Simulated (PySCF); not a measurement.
Al(OH) (AlHO), SMILES [OH][Al] (connectivity only; charge and spin as stated), neutral, multiplicity 1. Geometry optimised at B3LYP-D3(BJ)/def2-TZVPD.

TDA-PBE/def2-TZVPD in PySCF puts the lowest singlet excitations at 5.56, 5.63, 5.63, 6.14, 6.20, 6.20 eV and the lowest triplet (TDA) at 3.21 eV.

**Question.** What are the lowest singlet roots from EOM-CCSD/aug-cc-pVDZ (PySCF 2.14.0)? (The exact figures need the calculation; the answer reports its results.)

**Answer.** 5.47, 5.47, 6.24, 6.75, 7.44, 7.44 eV; triplets 3.31, 3.31, 5.39 eV. S1 differs by -0.09 eV (second minus first; roots are paired by order, and the bases may differ).
